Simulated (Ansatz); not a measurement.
Species: sum formula Si₃N₂H₉, net charge 0, doublet state. It need not be the lowest isomer of its formula. 
Structure (B3LYP-D3(BJ)/def2-TZVP (Ansatz, an electronic-structure program) minimum search):
```
Si
N 1 1.7344
H 2 1.0132 1 114.20
N 1 1.7347 2 108.09 3 51.76
H 4 1.0144 1 114.74 2 30.65
Si 4 1.7323 5 116.35 1 -178.91
Si 2 1.7368 3 115.04 1 -170.41
H 7 1.4775 2 107.70 3 -172.12
H 6 1.4792 4 107.18 5 178.44
H 7 1.4835 8 110.07 2 -119.72
H 6 1.4836 9 109.50 4 121.28
H 7 1.4840 8 109.07 10 -117.62
H 6 1.4843 9 109.44 11 117.37
H 1 1.4961 2 104.68 3 173.69
```
Charge 0, spin multiplicity 2.

Dipole moments at this geometry, in debye (magnitudes).

```csv
level,program,dipole (D)
SVWN5/def2-TZVPD,Ansatz,1.56
PBE/def2-TZVPD,Ansatz,1.53
BLYP/def2-TZVPD,Ansatz,1.50
revPBE/def2-TZVPD,Ansatz,1.53
r2SCAN/def2-TZVPD,Ansatz,1.53
B97M-V/def2-TZVPD,Ansatz,1.56
B3LYP/def2-TZVPD,Ansatz,1.46
BHLYP/def2-TZVPD,Ansatz,1.41
r2SCAN0/def2-TZVPD,Ansatz,1.48
HSE06/def2-TZVPD,Ansatz,?
LC-wPBE/def2-TZVPD,Ansatz,1.47
wB97M-V/def2-TZVPD,Ansatz,1.46
wB97X-V/def2-TZVPD,Ansatz,1.49
CCSD(T)/aug-cc-pV(D+d)Z,Ansatz,?
```

### Question
Complete the blanks.

### Answer

- HSE06/def2-TZVPD, dipole (D): 1.49
- CCSD(T)/aug-cc-pV(D+d)Z, dipole (D): 1.46
